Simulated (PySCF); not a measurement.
How many f electrons in SmH?

Unrestricted PBE0; Sm x2c-SVPall, H x2c-SVPall; spin-free X2C with a Gaussian nucleus (PySCF 2.14). The search starts from ions with several 4f fillings and holds each by maximum overlap.

The lowest solution has 2Ms+1 = 8, about 6.0 4f electrons, near 2.12 Å.

The lowest solution of each spin and filling, followed along the bond (rough minima from three points):

```
2Ms+1  4f population  ⟨S²⟩ at the start  R at minimum (Å)  Te (eV)
    8           6.00              15.76              2.12     0.00
    6           5.98               9.72              2.12     0.23
    6           5.26               8.93              2.40     0.33
    8           5.03              15.76              2.00     2.87
```

Solutions at the starting distance of 1.850 Å, counted from the lowest; the search is not exhaustive:

```
2Ms+1  4f population  E (eV)   ⟨S²⟩  ⟨Lz²⟩  μ (D)
    8           6.00    0.00  15.76    4.0  -2.93
    8           6.00    0.14  15.76    5.2  -2.91
    6           5.98    0.23   9.72    4.0  -2.58
    6           5.99    0.23   9.74    3.4  -2.63
    6           5.97    0.35   9.72    5.3  -2.61
    8           5.82    1.37  15.76    8.0  -4.15
    8           5.85    1.43  15.77    4.9  -2.28
    6           5.96    1.82   9.76    4.9  -1.58
    6           5.26    1.90   8.93    7.9  -0.93
    6           5.19    2.35   8.77   10.3  -1.76
    8           5.03    2.71  15.76   11.1  -2.11
   10           6.18    5.01  24.75    4.7   1.64
```

Partly filled real f orbitals mix terms, so no term symbols are given. A population far from a whole number shows f orbitals mixing with d and ligand orbitals, not a clean configuration. A positive dipole means Sm(−)H(+).

Spin–orbit coupling is left out. Counting both spins, an empty level lies below a filled one in some of these solutions, because spin and occupation are held. The state is the lowest single determinant that the PBE0 search found; with open d or f shells the true ground state can be another one.
